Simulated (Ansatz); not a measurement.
`N[B]([SiH3])[GeH3]` + `OC(O)[SiH3]` → `OC([SiH3])O[SiH3]` + `N[BH][GeH3]`  (cleavage of the Si–B bond)

Program: Ansatz. Geometries: PBE0-D4/def2-TZVP. ΔE: electronic, gas phase. CBS: MP2 limit from def2 TZ/QZ plus the TZ coupled-cluster correction, frozen cores. For Ge outer-core shells are correlated without core-valence functions, which leaves a few kJ/mol of doubt a bond. Scalar relativity is left out up to krypton. Each species was taken in one conformer, which may not be the lowest.

`N[B]([SiH3])[GeH3]`:

Cartesian coordinates in Å:
```
N 1.735 0.151 0.055
B 0.352 0.057 0.018
Si -0.771 1.685 0.411
Ge -0.490 -1.776 -0.446
H 2.352 -0.625 -0.132
H 2.227 1.004 0.272
H -1.663 1.448 1.581
H -1.646 2.022 -0.748
H 0.066 2.886 0.713
H -1.388 -2.302 0.690
H 0.596 -2.848 -0.706
H -1.370 -1.703 -1.709
```

`OC(O)[SiH3]`:

Z-matrix (Å, degrees):
```
C
O 1 1.409
Si 1 1.910 2 112.0
O 1 1.404 2 112.1 3 -120.7
H 1 1.098 2 104.0 3 119.4
H 2 0.963 1 108.1 3 57.2
H 3 1.489 1 107.3 2 -54.7
H 3 1.484 1 111.7 2 -175.5
H 3 1.485 1 108.7 2 63.3
H 4 0.964 1 108.2 2 -60.5
```

`OC([SiH3])O[SiH3]`:

```xyz
13

O    -1.594   -0.064    0.008
C    -0.313    0.514    0.005
Si    0.130    1.316    1.681
O     0.687   -0.434   -0.287
Si    0.606   -1.399   -1.634
H    -1.662   -0.661    0.760
H    -0.357    1.262   -0.797
H     1.536    1.792    1.689
H    -0.065    0.270    2.722
H    -0.791    2.451    1.945
H     1.981   -1.909   -1.840
H     0.162   -0.593   -2.804
H    -0.320   -2.545   -1.448
```

`N[BH][GeH3]`:

Z-matrix (Å, degrees):
```
Ge
B 1 2.064
H 1 1.542 2 112.0
H 1 1.546 2 112.0 3 -120.2
H 1 1.542 2 112.0 3 119.6
N 2 1.384 1 120.3 3 119.8
H 2 1.198 1 121.6 3 -60.2
H 6 1.008 2 123.0 1 -180.0
H 6 1.007 2 123.6 1 0.0
```

```
             species  CCSD(T)/CBS(def2) energy (Eh)
`N[B]([SiH3])[GeH3]`                    -2449.52156
       `OC(O)[SiH3]`                     -481.06463
 `OC([SiH3])O[SiH3]`                     -771.37645
       `N[BH][GeH3]`                    -2159.24602
```

Problem. Work out ΔE.

Solution. ΔE = (-771.37645) + (-2159.24602) − (-2449.52156) − (-481.06463) = -0.03628 Eh = -95.3 kJ/mol.

Largest T1 diagnostic among the species: 0.013.

From PBE to PBE0 (25 % exact exchange), in def2-TZVPP and without D4, ΔE moves by −6.4 kJ/mol. In def2-TZVPP, CCSD(T) changes the Hartree–Fock value by +23.7 kJ/mol (the triples alone add +2.9 kJ/mol) and MP2 by +17.1 kJ/mol.
